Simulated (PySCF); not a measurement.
Electron correlation in In (indium, neutral)

[Kr] 4d10 5s1 5p2, high-spin 4P determinant (an excited configuration). All numbers are calculated (PySCF 2.14, scalar relativity by spin-free X2C-1e, in x2c-TZVPPall (8s6p4d2f, 60 functions)). Frozen: [Ar] 3d10; 21 electrons correlated.

| level | correlation energy (mhartree) |
| --- | --- |
| CCSD | -310.02 |
| (T) | -6.18 |
| CCSD(T) | -316.20 |

Diagnostics: T1 = 0.010, D1 = 0.0341, largest double amplitude 0.055.

Q: Is a single reference adequate?

A: Yes, within this model without spin-orbit coupling: T1 lies below 0.03 and no double amplitude reaches 0.07.

This basis was not built for core-valence correlation, so the inner-shell part is incomplete.
